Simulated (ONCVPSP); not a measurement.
Cs (Z = 55): excitation energies, all-electron against ONCV

```
Element                 : caesium (Cs)
Generator               : ONCVPSP 4.0.1
Type                    : optimised norm-conserving Vanderbilt (ONCV)
Functional              : PBE
Relativity              : scalar-relativistic
Frozen core             : [Kr] 4d10
Valence charge          : 9
Reference configuration : 5s2 5p6 5d0.5 6s0.5
Partial waves           : 5s+6s: rc 2.65 bohr, ncon 4, nbas 9, qcut 3.5 1/bohr, 2 projectors; 5p: rc 1.90 bohr, ncon 5, nbas 8, qcut 3.9 1/bohr, 2 projectors, debl 2.9 Ha; 5d: rc 4.00 bohr, ncon 4, nbas 6, qcut 2.4 1/bohr, 3 projectors, debl 0.8 Ha
Local potential         : polynomial inside 1.30 bohr (lpopt 3, dvloc0 0 Ha)
Core correction         : Teter function, fcfact 4.5, rcfact 1.35
```

Energies are relative to the spin-unpolarised reference configuration 5s2 5p6 5d0.5 6s0.5; without spin polarisation the order of configurations can differ from experiment.

| valence configuration | charge | ΔE all-electron (eV) | error AE − PS (meV) |
| --- | --- | --- | --- |
| 5s2 5p6 5d0 6s1 | 0 | -0.843 | +0.5 |
| 5s2 5p6 5d0 6s0 | +1 | 3.021 | +1.1 |
| 5s2 5p6 5d0 6s0.5 | +0.5 | 0.628 | +0.8 |
| 5s2 5p6 5d1 6s0 | 0 | 0.829 | -0.6 |

Levels in the configuration 5s2 5p6 5d0 6s0.5:

```csv
level,all-electron (eV),pseudo (eV)
5s,-29.160,-29.141
5p,-15.928,-15.920
6s,-3.834,-3.833
```

Note: ghosts flagged at negative energy: s at -8.0 eV; GHOST(+) flagged for d at 73.4 eV, p at 138.6 eV. A true bound ghost makes a file unfit for plane-wave use.
